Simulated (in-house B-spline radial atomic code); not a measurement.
Pd⁵⁺. Computed with a B-spline radial atomic code. Model: all-electron spherical atom, spin shells full or empty, radial basis limit, no spin-orbit coupling, Breit or QED, empty-state partial waves extrapolated as (l+1/2)^-4, RPA, G0W0 and static COHSEX of the highest shell as one setting changes (uncorrelated shells keep exact exchange).

Given: element Pd; charge 5; filled core Kr; hamiltonian one-electron scalar X2C; mean-field start r2SCAN; highest l of empty states 9; nuclear rms radius 4.5318 fm; highest mean-field shell 4d up.

Shell: 4d 5 0 (electrons up and down).

```csv
lowest nl shells left uncorrelated,RPA correlation energy (hartree),G0W0 level (eV),G0W0 minus most complete (meV),COHSEX level (eV),linearised minus solved G0W0 (meV)
0,-3.1069,-84.999,0,-88.045,-17.5
1,-2.9384,-84.999,0.1,-88.045,-17.5
2,-2.7488,-84.995,4.2,-88.041,-17.5
3,-2.2084,-84.985,14.5,-88.049,-17.5
4,?,?,?,?,?
5,-1.5166,-84.95,49.5,-87.969,-17.3
6,?,?,?,?,?
7,-0.57157,-84.891,107.7,-87.608,-17.2
8,-0.14778,-85.166,-166.7,-87.193,-17.3
```

(1) What follows for lowest nl shells left uncorrelated = 6?

(2) What follows for lowest nl shells left uncorrelated = 4?

Answers

(1) RPA correlation energy -0.72003 hartree; G0W0 level -84.849 eV; G0W0 minus most complete 149.9 meV; COHSEX level -87.714 eV; linearised minus solved G0W0 -16.9 meV.

(2) RPA correlation energy -2.0316 hartree; G0W0 level -84.977 eV; G0W0 minus most complete 22.1 meV; COHSEX level -88.031 eV; linearised minus solved G0W0 -17.4 meV.
